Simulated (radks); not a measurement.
Trend from Zr+ to Cd+: ionisation energy by Delta-SCF between NIST ground configurations, and size. Method: Dirac Kohn-Sham, PBE, spin-unpolarised, spherical densities, finite nucleus; open shells fill j = l - 1/2 first; Fermi nuclear charge, rms radius of each element as measured or else 0.836 A^(1/3) + 0.57 fm; computed with a radial shooting solver on a logarithmic mesh with Libxc functionals.

species,configuration,IE (eV),NIST (eV),kind,-e(HOMO) (eV),r at 0.001 e/bohr^3 (bohr)
Zr+,[Kr] 4d2 5s1,12.923,13.130,exp.,9.927 (5s1/2),4.48
Nb+,[Kr] 4d4,14.080,14.320,semi-emp.,9.331 (4d3/2),4.08
Mo+,[Kr] 4d5,15.290,16.2,semi-emp.,10.260 (4d5/2),4.00
Tc+,[Kr] 4d5 5s1,14.826,15.260,semi-emp.,11.370 (5s1/2),4.22
Ru+,[Kr] 4d7,17.988,16.8,semi-emp.,12.364 (4d5/2),3.83
Rh+,[Kr] 4d8,19.298,18.080,semi-emp.,13.390 (4d5/2),3.75
Pd+,[Kr] 4d9,20.590,19.4,semi-emp.,14.406 (4d5/2),3.67
Ag+,[Kr] 4d10,21.868,21.484,exp.,15.415 (4d5/2),3.59
Cd+,[Kr] 4d10 5s1,17.126,16.908,exp.,13.057 (5s1/2),3.86

Reference values: NIST Atomic Spectra Database (exp. = measured, semi-emp. = semi-empirical, theory = theoretical value adopted there). Spin polarisation and multiplet splitting are left out, so open shells lie too high by an amount that depends on their filling.

Beside tabulated values, note that spin-unpolarised runs miss the spin-polarisation part of the exchange energy of open shells.
